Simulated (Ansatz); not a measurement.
Consider the redistribution: `C[S][InH2]` + `C[CH](F)[ZnH]` → `C[CH](F)[InH2]` + `C[S][ZnH]`.

Calculated with Ansatz (gas phase, PBE0-D4/def2-TZVP geometries, no zero-point term in ΔE). CCSD(T)/CBS adds triple-zeta CCSD(T) − MP2 to the extrapolated MP2 energy (def2 sets, frozen cores). Functionals use def2-TZVPP. Elements past krypton have def2 core potentials. For In, Zn outer-core shells are correlated without core-valence functions, which leaves a few kJ/mol of doubt a bond. Scalar relativity is left out up to krypton.

`C[S][InH2]`:

```xyz
8

C    -0.263   -0.686    1.251
S     0.831   -1.006   -0.168
In    0.391    0.820   -1.622
H    -0.951   -1.524    1.362
H    -0.838    0.231    1.126
H     0.344   -0.603    2.152
H    -0.777    1.922   -1.009
H     1.262    0.847   -3.093
```

`C[CH](F)[ZnH]`:

Cartesian coordinates in Å:
```
C -0.074 -0.098 1.140
C 0.522 -0.150 -0.246
F 1.568 0.800 -0.314
Zn -0.698 0.255 -1.753
H -0.549 0.863 1.348
H -0.835 -0.878 1.247
H 0.692 -0.268 1.904
H 1.003 -1.125 -0.391
H -1.628 0.600 -2.935
```

`C[CH](F)[InH2]`:

Z-matrix (Å, degrees):
```
C
C 1 1.503
H 1 1.095 2 111.0
H 1 1.092 2 111.9 3 -121.1
H 1 1.094 2 109.8 3 119.2
F 2 1.414 1 108.7 3 56.9
In 2 2.197 1 116.7 3 171.8
H 2 1.094 1 110.5 3 -58.9
H 7 1.726 2 121.1 1 146.8
H 7 1.729 2 117.1 1 -36.9
```

`C[S][ZnH]`:

Cartesian coordinates in Å:
```
C -0.431 -1.037 0.197
S -1.054 0.495 -0.575
Zn 0.644 1.833 -0.393
H -0.196 -0.891 1.251
H 0.441 -1.429 -0.326
H -1.234 -1.770 0.122
H 1.830 2.799 -0.277
```

```json
{"level": "PBE-D4", "ΔE (kcal/mol)": "3.5"}
{"level": "r2SCAN-D4", "ΔE (kcal/mol)": "3.0"}
{"level": "B2PLYP", "ΔE (kcal/mol)": "2.9"}
{"level": "PBE", "ΔE (kcal/mol)": "3.4"}
{"level": "r2SCAN", "ΔE (kcal/mol)": "3.0"}
{"level": "PBE0", "ΔE (kcal/mol)": "2.7"}
{"level": "SCS-MP2/def2-TZVPP", "ΔE (kcal/mol)": "2.6"}
{"level": "HF/def2-QZVPP", "ΔE (kcal/mol)": "0.4"}
```

(1) What does CCSD(T)/CBS give? (Best estimate.)

Largest T1 diagnostic among the species: 0.014.

Results:

(1) Ansatz gave: +2.2 kcal/mol. The listed levels differ from it by 1.3, 0.8, 0.7, 1.2, 0.8, 0.5, 0.4, -1.8 kcal/mol.

In def2-TZVPP, CCSD(T) changes the Hartree–Fock value by +1.9 kcal/mol (the triples alone add +0.4 kcal/mol) and MP2 by +2.3 kcal/mol. From PBE to PBE0 (25 % exact exchange), in def2-TZVPP and without D4, ΔE moves by −0.7 kcal/mol.
